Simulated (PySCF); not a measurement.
Species: C6H8N2.
SMILES: `[H]/N=C\c1ccn(C)c1`

Vertical excitations from PySCF (density fitting, frozen core in the response, grid level 2 and gas phase unless stated; continuum runs use non-equilibrium linear response for the excitations) on a GFN2-xTB geometry. Reference run:

```
                              settings    S1, eV (f)    S2, eV (f)    S3, eV (f)    S4, eV (f)    S5, eV (f)    S6, eV (f)  T1, eV (Tamm–Dancoff)  mean α (au)
PBE0/def2-SVPD, full TDDFT, 6 singlets  4.76 (0.003)  5.07 (0.084)  5.57 (0.177)  5.84 (0.000)  6.49 (0.376)  6.51 (0.013)                   3.53         86.4
```

Task: What do these settings give: (1) PBE0/pcSseg-1, TDA, 3 singlets; (2) BP86/6-31G-J, fitting basis def2-universal-jkfit, start guess atom, full TDDFT, 12 singlets; (3) BHandHLYP/6-311G**, grid level 4, full TDDFT, 1 singlet?

Result: 
```tsv
settings	S1, eV (f)	S2, eV (f)	S3, eV (f)	S4, eV (f)	S5, eV (f)	S6, eV (f)	T1, eV (Tamm–Dancoff)	mean α (au)
PBE0/pcSseg-1, TDA, 3 singlets	4.93 (0.005)	5.42 (0.052)	5.92 (0.268)	–	–	–	–	75.5
BP86/6-31G-J, fitting basis def2-universal-jkfit, start guess atom, full TDDFT, 12 singlets	4.27 (0.003)	4.78 (0.018)	5.31 (0.001)	5.47 (0.271)	6.31 (0.142)	6.67 (0.008)	–	72.2
BHandHLYP/6-311G**, grid level 4, full TDDFT, 1 singlet	5.26 (0.004)	–	–	–	–	–	3.58	75.0
```

(1) S1 moves by +0.17 eV; basis and response scheme change together, so the shift can't be laid on one. (2) S1 moves by -0.49 eV; functional and basis change together, so the shift can't be laid on one. (3) S1 moves by +0.50 eV; functional and basis change together, so the shift can't be laid on one. States are counted by energy in each run and needn't keep their character from row to row.

All basis functions are spherical, in the Pople sets too.

Task: Give the leading configurations of S1 (H = HOMO, L = LUMO) and the HOMO–LUMO gap of each run.

Result: 
```tsv
settings	S1 configurations (weight)	S1 (eV)	orbital gap (eV)	S1 − gap (eV)
PBE0/def2-SVPD, full TDDFT, 6 singlets	H−2→L 0.96	4.76	5.80	-1.04
PBE0/pcSseg-1, TDA, 3 singlets	H−2→L 0.96	4.93	5.93	-1.00
BP86/6-31G-J, fitting basis def2-universal-jkfit, start guess atom, full TDDFT, 12 singlets	H→L 0.98	4.27	3.90	+0.37
BHandHLYP/6-311G**, grid level 4, full TDDFT, 1 singlet	H−2→L 0.88	5.26	7.84	-2.58
```

The values belong to the conformer `[H]/[N:7]=[CH:6]\[c:5]1[cH:4][cH:3][n:2]([CH3:1])[cH:8]1`: C4–C5–C6–N7 180°.
